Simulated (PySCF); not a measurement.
Sb(OH)(TeH)2 (H₃OSbTe₂), SMILES [OH][Sb]([TeH])[TeH]. Atoms are numbered in the order given.

```xyz
7

Sb    -0.1278    -0.2285     1.0944
O     -1.8769    -1.1337     0.7153
H     -2.5236    -0.4547     0.4643
Te    -0.6939     2.1663    -0.2789
H     -0.7676     1.3680    -1.7395
Te     1.1208    -1.7602    -0.8740
H      2.6252    -1.3109    -0.3070
```
Charge 0, spin multiplicity 1.

Geometry: r2SCAN-D4/def2-SVP. The structure was generated by enumeration; whether it is a known compound was not checked. The def2 effective core potentials stand for the cores of Sb, Te; spin–orbit coupling is left out. Other conformers were not sampled.

Calculation: r2SCAN-D4/def2-SVP run with PySCF.

Frequencies are harmonic and unscaled.

A small imaginary wavenumber (i) marks a very flat motion, where grid noise or a shallow saddle decides the sign.

| mode | ν (cm⁻¹) | IR (km/mol) | moving atoms (share of kinetic energy) |
|---|---|---|---|
| 1 | 17i | 21.4 | O 32 %, H 31 %, Te 27 %, Sb 10 % |
| 2 | 71 | 14.4 | Te 55 %, O 24 %, H 12 %, Sb 9 % |
| 3 | 93 | 6.7 | H 58 %, O 29 %, Te 10 % |
| 4 | 126 | 9.3 | H 41 %, O 38 %, Sb 10 %, Te 10 % |
| 5 | 149 | 3.7 | H 60 %, O 22 %, Te 13 % |
| 6 | 176 | 10.6 | Sb 51 %, Te 43 % |
| 7 | 193 | 18.2 | Sb 52 %, Te 34 %, H 10 % |
| 8 | 241 | 27.0 | H 93 % |
| 9 | 497 | 8.1 | H 98 % |
| 10 | 530 | 5.1 | H 97 % |
| 11 | 587 | 70.5 | O 87 %, Sb 12 % |
| 12 | 892 | 99.1 | H 93 % |
| 13 | 2117 | 36.6 | H 99 % |
| 14 | 2128 | 20.8 | H 99 % |
| 15 | 3784 | 60.7 | H 94 % |
